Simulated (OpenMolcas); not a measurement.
# Cr2+: the spin-orbit constant, Racah parameters, worked from levels

```yaml
Program: OpenMolcas
Basis: ANO-RCC-VDZP [5s4p2d1f]
Scalar_Hamiltonian: DKH2, point nucleus
Active_space: 4 electrons in 6 orbitals (3d 4s)
State_averaging: 2S+1 = 5 even, 15 roots; 2S+1 = 3 even, 83 roots; 2S+1 = 1 even, 77 roots
Spin-orbit_coupling: state interaction with AMFI integrals over the reference wave functions, term energies averaged over their components
```

Methods: CASSCF; MS-CASPT2, IPEA 0.25 Eh, imaginary shift 0.1 Eh (closed shells correlated: 3s 3p). Measured levels: Sugar and Corliss, J. Phys. Chem. Ref. Data 6, 317 (1977).

**The spin-orbit constant.** For the Hund term ⁵D of d4, E(J) = (A/2) J(J+1) + constant and ζ = 2S·A = 4A. From J = 0 to J = 4 the energy changes by 10 A.

```json
{"Source": "CASSCF", "E(4) - E(0)": "701.8", "A": "70.2", "ζ": "281"}
{"Source": "MS-CASPT2", "E(4) - E(0)": "703.4", "A": "70.3", "ζ": "281"}
{"Source": "measured", "E(4) - E(0)": "576.1", "A": "57.6", "ζ": "230"}
```

All in cm-1. MS-CASPT2 is off by +22.1 % and CASSCF by +21.8 %. Both methods take the spin-orbit matrix elements from the reference wave functions, so the second can move ζ only through the term energies and any multistate remixing. Second-order mixing with other terms is absorbed into this ζ.

**Racah parameters.** Above ⁵D, d4 has ³G at 9B + 4C, ³H at 4B + 4C and ³D at 16B + 4C. The first two fix B and C, and the third tests them; where it misses by thousands of cm-1, two parameters do not describe the configuration (Trees and configuration-interaction terms are left out) and B and C hang on the terms chosen. Term energies are centres of gravity, weighted by 2J + 1.

```csv
Source,³G,³H,B,C,C/B,"³D from B, C",³D found
CASSCF,21742,16385,1071,3025,2.82,29236,29122
MS-CASPT2,21034,17577,691,3703,5.36,25868,25857
measured,20521,17065,691,3575,5.17,25356,25418
```

Energies in cm-1. From CASSCF to MS-CASPT2, B changes by -35.5 % and C by +22.4 %. Against the measured terms, MS-CASPT2 has B off by 0 % and C by +3.6 %.

Term energies are means over components that CASPT2 splits; among the terms shown or strongly mixed into the levels shown the widest spread is 110 cm-1 (3d⁴ ³D, MS-CASPT2). Without dynamic correlation excited terms often stand tens of per cent too high (terms of higher spin than the ground term too low), and those without a measured partner can miss by more than the paired ones (holds for CASSCF). Blocks of more than 70 roots (2S+1 = 3 even, 1 even) ran without multistate coupling (holds for MS-CASPT2). Computed and measured levels are paired by configuration, term and J; levels that our copy of the source lacks, or whose pairing is in doubt (as where it misses far off the trend of its configuration), stay unpaired and out of the deviations. Only configurations of the active space appear.
